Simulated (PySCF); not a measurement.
SMILES C=C[SiH2][SiH2]B(O)O (C2H9BO2Si2), GFN2-xTB optimised geometry.

```
16

C      1.18    -0.28    -3.58
C      2.02     0.73    -3.43
Si     2.49     1.50    -1.76
Si     1.49     0.38     0.00
B     -0.48     0.38     0.00
O     -1.09     1.58     0.00
O     -1.30    -0.72    -0.03
H      0.94    -0.70    -4.54
H      0.70    -0.75    -2.73
H      2.48     1.15    -4.32
H      2.10     2.92    -1.87
H      3.96     1.51    -1.73
H      2.01    -1.02     0.02
H      2.05     0.92     1.25
H     -2.05     1.55    -0.01
H     -0.89    -1.58    -0.02
```

Density from PBE0/def2-TZVP in PySCF at that geometry.

Minimum of the electron density along straight lines between bonded atoms, close to the bond critical point (lines longer than 1.1 times the sum of covalent radii, or with two minima, are not listed):

| bond | length / Å | ρ at the minimum / e bohr⁻³ | ∇²ρ there / e bohr⁻⁵ | position (fraction from the first atom) |
|---|---|---|---|---|
| C1–C2 | 1.323 | 0.356 | -1.10 | 0.51 |
| C2–Si3 | 1.891 | 0.116 | 0.20 | 0.61 |
| Si3–Si4 | 2.318 | 0.096 | -0.17 | 0.53 |
| Si4–B5 | 1.972 | 0.117 | -0.01 | 0.39 |
| B5–O6 | 1.350 | 0.215 | 1.00 | 0.33 |
| B5–O7 | 1.365 | 0.206 | 0.96 | 0.33 |
| C1–H8 | 1.081 | 0.286 | -1.02 | 0.65 |
| C1–H9 | 1.081 | 0.286 | -1.02 | 0.64 |
| C2–H10 | 1.084 | 0.282 | -0.98 | 0.64 |
| Si3–H11 | 1.473 | 0.121 | 0.18 | 0.49 |
| Si3–H12 | 1.472 | 0.121 | 0.19 | 0.49 |
| Si4–H13 | 1.486 | 0.117 | 0.19 | 0.49 |
| Si4–H14 | 1.474 | 0.119 | 0.19 | 0.49 |
| O6–H15 | 0.960 | 0.359 | -2.49 | 0.81 |
| O7–H16 | 0.955 | 0.365 | -2.56 | 0.81 |
